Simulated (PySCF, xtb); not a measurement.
VOBr2, SMILES [O]=[V]([Br])[Br] (connectivity only; charge and spin as stated), neutral, multiplicity 2.

Harmonic wavenumbers (cm⁻¹) from GFN2-xTB (xtb) at its own minimum, in rising order: 63, 92, 154, 284, 402, 1043.

What does PySCF with PBE-D3(BJ)/def2-SVP give at its own minimum? (The exact figures need the calculation; the answer reports its results.)

42, 77, 194, 260, 422, 1106. Paired by order, the mean absolute difference is 31 cm⁻¹ and the zero-point energies are 2.9 and 3.0 kcal/mol.
